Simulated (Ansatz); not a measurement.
System: 3,3,3-trifluoroprop-1-ene, C₃H₃F₃, net charge 0, singlet state. SMILES: C=CC(F)(F)F
Structure (B3LYP-D3(BJ)/def2-TZVP (Ansatz, a quantum-chemistry and plane-wave program) minimum search):
```xyz
9

C      2.0913    -0.0935    -0.2724
C      0.9113    -0.6893    -0.2866
C     -0.3683     0.0074     0.0456
F     -0.2004     1.3036     0.3612
F     -0.9862    -0.5842     1.0928
F     -1.2336    -0.0445    -0.9922
H      2.9913    -0.6393    -0.5204
H      2.1956     0.9516    -0.0142
H      0.7883    -1.7342    -0.5425
```

Parts of the frozen-core correlation energy in cc-pVQZ (Ansatz, hartree). Frozen orbitals: 6; correlated occupied orbitals by spin: 18 and 18; virtual: 396 and 396. No spin-orbit coupling. No relativistic terms.

| term | value |
|---|---|
| reference (HF) | -413.84568 |
| MP2 opposite-spin | -0.99837 |
| MP2 same-spin | -0.32912 |
| CCSD correlation | -1.33642 |
| (T) | -0.05123 |
| T1 diagnostic | 0.012 |
| largest doubles amplitude | 0.108 |
